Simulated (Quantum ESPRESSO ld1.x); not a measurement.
Question: Species: Ge+. Configuration: [Ar] 3d8 4s2 4p3 (not the ground configuration). Method: Dirac Kohn-Sham, relativistic LDA (MacDonald-Vosko exchange, VWN5 correlation), spin-unpolarised, spherical densities, point nucleus; open shells are shared between the two j in proportion to 2j + 1; computed with ld1.x of Quantum ESPRESSO 7.5. Some entries of the table are withheld. Estimate them.

| orbital | occ. | eigenvalue (eV) | <1/r> (bohr^-1) |
|---|---|---|---|
| 1s1/2 | 2 | (1) | (2) |
| 2s1/2 | 2 | -1402.70 | 7.127 |
| 2p1/2 | 2 | -1253.96 | 7.097 |
| 2p3/2 | 4 | -1222.34 | 6.904 |
| 3s1/2 | 2 | -199.120 | (3) |
| 3p1/2 | 2 | -149.627 | (4) |
| 3p3/2 | 4 | -145.154 | (5) |
| 3d3/2 | 3.2 | -60.3563 | (6) |
| 3d5/2 | 4.8 | -59.6895 | (7) |
| 4s1/2 | 2 | -25.6081 | 0.7287 |
| 4p1/2 | 1 | -15.4317 | 0.6063 |
| 4p3/2 | 2 | -15.0526 | 0.5958 |

Answer: 
(1) 1s1/2 eigenvalue (eV): -10937.5
(2) 1s1/2 <1/r> (bohr^-1): 32.27
(3) 3s1/2 <1/r> (bohr^-1): 2.325
(4) 3p1/2 <1/r> (bohr^-1): 2.211
(5) 3p3/2 <1/r> (bohr^-1): 2.165
(6) 3d3/2 <1/r> (bohr^-1): 1.900
(7) 3d5/2 <1/r> (bohr^-1): 1.888
